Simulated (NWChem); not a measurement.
System: KF; SMILES [F][K]

Parts of the log:

```
             Northwest Computational Chemistry Package (NWChem) 7.3.0
             --------------------------------------------------------

                             Geometry "geometry" -> ""
                             -------------------------

 Output coordinates in angstroms (scale by  1.889725989 to convert to a.u.)

  No.       Tag          Charge          X              Y              Z
 ---- ---------------- ---------- -------------- -------------- --------------
    1 K                   19.0000     0.00000000     0.00000000    -0.70844000
    2 F                    9.0000     0.00000000     0.00000000     1.43058200

 Effective nuclear repulsion energy (a.u.)      42.3040574519

                                 NWChem DFT Module
                                 -----------------

 Summary of "ao basis" -> "ao basis" (spherical)
 ------------------------------------------------------------------------------
       Tag                 Description            Shells   Functions and Types
 ---------------- ------------------------------  ------  ---------------------
 K                          def2-svp                10       24   5s3p2d
 F                          def2-svp                 6       14   3s2p1d

            General Information
            -------------------
          SCF calculation type: DFT
          Wavefunction type:  closed shell.
          No. of atoms     :     2
          No. of electrons :    28
           Alpha electrons :    14
            Beta electrons :    14
          Charge           :     0
          Spin multiplicity:     1
          Use of symmetry is: off; symmetry adaption is: off
          Maximum number of iterations: 150
          AO basis - number of functions:    38
                     number of shells:    16
          Convergence on energy requested:  1.00D-06
          Convergence on density requested:  1.00D-05
          Convergence on gradient requested:  5.00D-04

              XC Information
              --------------
                         B3LYP Method XC Potential
                     Hartree-Fock (Exact) Exchange  0.200
                        Slater Exchange Functional  0.800 local
                    Becke 1988 Exchange Functional  0.720 non-local
              Lee-Yang-Parr Correlation Functional  0.810
                  VWN I RPA Correlation Functional  0.190 local

             Grid Information
             ----------------
          Grid used for XC integration:  medium
          Radial quadrature: Mura-Knowles
          Angular quadrature: Lebedev.
          Tag              B.-S. Rad. Rad. Pts. Rad. Cut. Ang. Pts.
          ---              ---------- --------- --------- ---------
          K                   2.20      112          14.0       590
          F                   0.50       49           8.0       434
          Grid pruning is: on
          Number of quadrature shells:   161
          Spatial weights used:  Erf1

      Superposition of Atomic Density Guess
      -------------------------------------

 Sum of atomic energies:        -698.36988327

      Non-variational initial energy
      ------------------------------

 Total energy =    -698.063538
 1-e energy   =   -1046.891372
 2-e energy   =     306.523777
 HOMO         =      -0.614058
 LUMO         =      -0.051641

   convergence    iter        energy       DeltaE   RMS-Dens  Diis-err
 ---------------- ----- ----------------- --------- --------- ---------
 d= 0,ls=0.0,diis     1   -699.5555969435 -7.42D+02  9.49D-02  8.79D-01
 d= 0,ls=0.0,diis     2   -695.2913668863  4.26D+00  8.85D-02  3.11D+01
 d= 0,ls=0.0,diis     3   -699.6518284773 -4.36D+00  4.25D-03  2.83D-02
 d= 0,ls=0.0,diis     4   -699.6542155825 -2.39D-03  8.33D-04  2.18D-03
 d= 0,ls=0.0,diis     5   -699.6544629690 -2.47D-04  1.34D-04  1.06D-04
  Resetting Diis
 d= 0,ls=0.0,diis     6   -699.6544720652 -9.10D-06  1.90D-05  1.52D-06
 d= 0,ls=0.0,diis     7   -699.6544722165 -1.51D-07  5.21D-06  1.67D-08

         Total DFT energy =     -699.654472216456
      One electron energy =    -1050.618360866908
           Coulomb energy =      352.738155731949
    Exchange-Corr. energy =      -44.078324533430
 Nuclear repulsion energy =       42.304057451933

 Numeric. integr. density =       28.000010553222

                       DFT Final Molecular Orbital Analysis
                       ------------------------------------

 Vector   12  Occ=2.000000D+00  E=-2.026345D-01
              MO Center=  4.7D-09, -6.4D-09,  1.4D+00, r^2= 7.3D-01
   Bfn.  Coefficient  Atom+Function         Bfn.  Coefficient  Atom+Function
  ----- ------------  ---------------      ----- ------------  ---------------
    28      0.478893  2 F  px                29      0.408236  2 F  py
    31     -0.351633  2 F  px                32     -0.299753  2 F  py
    23      0.089315  1 K  d  1              12     -0.087960  1 K  px
    21     -0.076137  1 K  d -1              13     -0.074983  1 K  py
     9      0.053384  1 K  px                10      0.045508  1 K  py

 Vector   13  Occ=2.000000D+00  E=-2.026345D-01
              MO Center=  7.2D-08, -8.4D-08,  1.4D+00, r^2= 7.3D-01
   Bfn.  Coefficient  Atom+Function         Bfn.  Coefficient  Atom+Function
  ----- ------------  ---------------      ----- ------------  ---------------
    29      0.478893  2 F  py                28     -0.408236  2 F  px
    32     -0.351633  2 F  py                31      0.299753  2 F  px
    21     -0.089315  1 K  d -1              13     -0.087960  1 K  py
    23     -0.076137  1 K  d  1              12      0.074983  1 K  px
    10      0.053384  1 K  py                 9     -0.045508  1 K  px

 Vector   14  Occ=2.000000D+00  E=-1.994385D-01
              MO Center=  4.7D-09, -5.5D-09,  1.3D+00, r^2= 8.8D-01
   Bfn.  Coefficient  Atom+Function         Bfn.  Coefficient  Atom+Function
  ----- ------------  ---------------      ----- ------------  ---------------
    30      0.640386  2 F  pz                33     -0.486974  2 F  pz
     4      0.198483  1 K  s                 11     -0.170283  1 K  pz
     3     -0.126912  1 K  s                  5     -0.125551  1 K  s
    17      0.077252  1 K  d  0              14     -0.052115  1 K  pz
     8      0.051211  1 K  pz                 2      0.033708  1 K  s

 Vector   15  Occ=0.000000D+00  E=-4.889059D-02
              MO Center=  7.7D-08, -1.3D-07, -1.8D+00, r^2= 8.5D+00
   Bfn.  Coefficient  Atom+Function         Bfn.  Coefficient  Atom+Function
  ----- ------------  ---------------      ----- ------------  ---------------
     4      0.734916  1 K  s                 14     -0.394016  1 K  pz
     3     -0.321429  1 K  s                  5      0.263875  1 K  s
    11      0.145407  1 K  pz                30     -0.065512  2 F  pz
     2      0.059093  1 K  s                 33      0.055429  2 F  pz
     8     -0.040800  1 K  pz                27     -0.033052  2 F  s

 Vector   16  Occ=0.000000D+00  E= 2.156679D-02
              MO Center=  5.3D-08, -5.8D-08, -1.1D+00, r^2= 8.4D+00
   Bfn.  Coefficient  Atom+Function         Bfn.  Coefficient  Atom+Function
  ----- ------------  ---------------      ----- ------------  ---------------
    12      0.767537  1 K  px                13      0.654507  1 K  py
     9     -0.213148  1 K  px                10     -0.181759  1 K  py
    23      0.152820  1 K  d  1              21     -0.130315  1 K  d -1
    28      0.059835  2 F  px                 6      0.058131  1 K  px
    29      0.051024  2 F  py                31     -0.050397  2 F  px

 Vector   17  Occ=0.000000D+00  E= 2.156680D-02
              MO Center=  9.7D-07, -1.1D-06, -1.1D+00, r^2= 8.4D+00
   Bfn.  Coefficient  Atom+Function         Bfn.  Coefficient  Atom+Function
  ----- ------------  ---------------      ----- ------------  ---------------
    13      0.767537  1 K  py                12     -0.654507  1 K  px
    10     -0.213148  1 K  py                 9      0.181759  1 K  px
    21     -0.152820  1 K  d -1              23     -0.130315  1 K  d  1
    29      0.059835  2 F  py                 7      0.058131  1 K  py
    28     -0.051024  2 F  px                32     -0.050397  2 F  py

     Multipole analysis of the density
     ---------------------------------

     L   x y z        total         alpha         beta         nuclear
     -   - - -        -----         -----         ----         -------
     0   0 0 0     -0.000000    -14.000000    -14.000000     28.000000

     1   1 0 0     -0.000000     -0.000000     -0.000000      0.000000
     1   0 1 0      0.000000      0.000000      0.000000      0.000000
     1   0 0 1     -3.000580     -0.947430     -0.947430     -1.105720

     2   2 0 0    -12.262054     -6.131027     -6.131027      0.000000
     2   1 1 0     -0.000000     -0.000000     -0.000000      0.000000
     2   1 0 1     -0.000001     -0.000000     -0.000000      0.000000
     2   0 2 0    -12.262054     -6.131027     -6.131027      0.000000
     2   0 1 1      0.000001      0.000000      0.000000      0.000000
     2   0 0 2    -16.063802    -57.946348    -57.946348     99.828893

                                 NWChem DFT Module
                                 -----------------

            General Information
            -------------------
          SCF calculation type: DFT
          Wavefunction type:  spin polarized.
          No. of atoms     :     2
          No. of electrons :    27
           Alpha electrons :    14
            Beta electrons :    13
          Charge           :     1
          Spin multiplicity:     2
          Use of symmetry is: off; symmetry adaption is: off
          Maximum number of iterations: 150
          AO basis - number of functions:    38
                     number of shells:    16
          Convergence on energy requested:  1.00D-06
          Convergence on density requested:  1.00D-05
          Convergence on gradient requested:  5.00D-04

[...]
```

Level: B3LYP/def2-SVP, vertical spin-unrestricted ions. The geometry was optimised at PBE0/def2-SVP.

Question: Write an input that gives this output.

Answer: One answer among several that fit: the input that was run:
```
start job
memory heap 200 mb stack 900 mb global 1100 mb
geometry units angstroms noautosym nocenter noautoz
  K      0.000000     0.000000    -0.708440
  F      0.000000     0.000000     1.430582
end
basis spherical
  * library def2-svp
end
dft
  xc b3lyp
  iterations 150
  vectors input atomic output neutral.movecs
end
task dft energy
charge 1
dft
  odft
  mult 2
  vectors input atomic output cation.movecs
end
task dft energy
```
